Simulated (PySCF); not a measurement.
AlAsFH3, SMILES [F][AlH][AsH2]. Heavy atoms are numbered as in [AlH:1]([AsH2:2])[F:5]. Hydrogens are named by the atom that carries them.

Geometry optimised at PBE0-D3(BJ)/def2-TZVP. The geometry has at least one imaginary mode, so it is a saddle point at that level.

Calculation: PBE/def2-TZVPD run with PySCF.

Mulliken values depend strongly on the basis, most of all with diffuse functions as here. ESP charges are fitted to the potential on shells at 1.4 to 2.0 van der Waals radii. Atomic charges (e), one atom of each kind:

| atom | ESP fit | meta-Löwdin | Mulliken |
|---|---|---|---|
| Al1 (AlH) | … | 0.82 | 0.33 |
| As2 (AsH2) | -0.26 | -0.21 | -0.45 |
| H on As2 | 0.04 | 0.03 | 0.20 |
| F5 | … | -0.53 | -0.22 |
| H on Al1 | … | -0.14 | -0.05 |

Q: Fill in the missing entries. (An estimate is asked for; the answer gives what the named calculation found.)

A: 
- Al1 (AlH), ESP fit: 0.86
- F5, ESP fit: -0.43
- H on Al1, ESP fit: -0.25
